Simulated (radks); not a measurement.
The numbers below are computed, except where a source is named.
Removal energies from the zirconium ion Zr13+, [Ar] 3d(3/2: 4, 5/2: 5), by Delta-SCF beside the eigenvalue of the level emptied. Code: a radial shooting solver on a logarithmic mesh with Libxc functionals. Model: Dirac Kohn-Sham, PBE, spin-unpolarised, spherical densities, finite nucleus; Fermi nuclear charge, rms radius of each element as measured or else 0.836 A^(1/3) + 0.57 fm. Sub-shells are occupied by j as written (lower j first in brackets).

removed from                             final configuration  Delta-SCF (eV)  -eigenvalue (eV)
3d5/2                                [Ar] 3d(3/2: 4, 5/2: 4)          475.01            450.67
3d3/2                                [Ar] 3d(3/2: 3, 5/2: 5)          477.86            453.40
3p3/2         [Ne] 3s2 3p(1/2: 2, 3/2: 3) 3d(3/2: 4, 5/2: 5)          612.49            589.16
3p1/2         [Ne] 3s2 3p(1/2: 1, 3/2: 4) 3d(3/2: 4, 5/2: 5)          627.26            603.55
